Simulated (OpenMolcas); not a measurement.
**neutral chromium: effect of the IPEA shift**

```yaml
Program: OpenMolcas 26.06
Basis: ANO-RCC-VTZP [6s5p3d2f1g]
Scalar_Hamiltonian: DKH2, point nucleus
Active_space: 6 electrons in 6 orbitals (3d 4s)
State_averaging: 2S+1 = 7 even, 1 root; 2S+1 = 5 even, 23 roots; 2S+1 = 3 even, 9 roots
Spin-orbit_coupling: state interaction with AMFI integrals over the reference wave functions, term energies averaged over their components
```

Methods on the same reference wave functions:
A. CASSCF
B. MS-CASPT2, IPEA 0 Eh, imaginary shift 0.1 Eh (closed shells correlated: 3s 3p)
C. MS-CASPT2, IPEA 0.25 Eh, imaginary shift 0.1 Eh (closed shells correlated: 3s 3p)

Energies in cm-1 above 3d5 4s 7S3, the measured ground level; measured values from NIST Handbook of Basic Atomic Spectroscopic Data.

| Level | A | B | C | Measured |
| --- | --- | --- | --- | --- |
| 3d5 4s 7S3 | 0.0 | 0.0 | 0.0 | 0.0 |
| 3d5 4s 5S2 | 11849 | 5920 | 7680 | 7593 |
| 3d4 4s2 5D0 | 20826 | 8200 | 7530 | 7751 |
| 3d4 4s2 5D1 | 20876 | 8250 | 7580 | 7811 |
| 3d4 4s2 5D2 | 20978 | 8350 | 7690 | 7927 |
| 3d4 4s2 5D3 | 21131 | 8510 | 7840 | 8095 |
| 3d4 4s2 5D4 | 21335 | 8710 | 8050 | 8308 |
| 3d5 4s 5G4 | 27863 | 24330 | 24090 | 20524 |
| 3d5 4s 5G5 | 27863 | 24330 | 24090 | 20524 |
| 3d5 4s 5G3 | 27863 | 24330 | 24090 | 20521 |
| 3d5 4s 5G2 | 27863 | 24330 | 24090 | 20517 |
| 3d5 4s 5G6 | 27863 | 24330 | 24090 | 20520 |

Deviations, from unrounded energies. A percentage is the sum of absolute deviations over the sum of measured energies, with the sign that they share, or ± where signs differ.

| Against measurement | Levels | A | B | C |
| --- | --- | --- | --- | --- |
| mean absolute deviation (cm-1) | 11 | 9700 | 2100 | 1700 |
| other terms of the ground configuration (%) | 6 | +37.2 | ±18.8 | +16.3 |
| other configurations (%) | 5 | +163.6 | +5.3 | -3.0 |

C lies closest to measurement on these levels and A furthest from it. The largest miss of C in the table is 3d5 4s 5G2, by +3600 cm-1. The ranking rests on the paired levels alone, and a cruder setting can come out closer through cancelling errors.

Between B and C the level of the table that moves most is 3d5 4s 5S2, by 1800 cm-1 (lowest in B, highest in C). Moves below CASPT2's spread within the term are not significant.

The mean deviations of B to C differ by less than CASPT2's widest spread within a term (690 cm-1), so their order carries little weight.

From A to B the spin-free energies of the other terms of 3d5 4s shown, above 7S, scale by factors of 0.50 to 0.87.

The lowest spin-free term lies below A's lowest term by 0.501 hartree in B, 0.477 hartree in C.

CASPT2 does not keep the components of a term degenerate, so their means are used; among the terms shown or strongly mixed into the levels shown the widest spread is 690 cm-1 (3d5 4s 5G, C). Over all roots computed the reference weight is 0.83 to 0.88 in B, 0.85 to 0.91 in C; the roots of lowest weight are the least certain, and an intruder state may touch them. A single d shell beside an s shell can misplace configurations of different d count against each other. Without dynamic correlation excited terms often stand tens of per cent too high (terms of higher spin than the ground term too low), and those without a measured partner can miss by more than the paired ones (holds for A). Some terms miss by over 15 % even with CASPT2, which points to a basis or an active space too small for the shells correlated (holds for B; C). Measured partners are found by configuration, term and J. A level has none where our copy of the source lacks it or the pairing is in doubt (some pairs that miss far off the trend of their configuration count as doubtful), and it then counts in no deviation. Only configurations of the active space appear. Levels that lie high or do not pair safely by name in every column are left out.
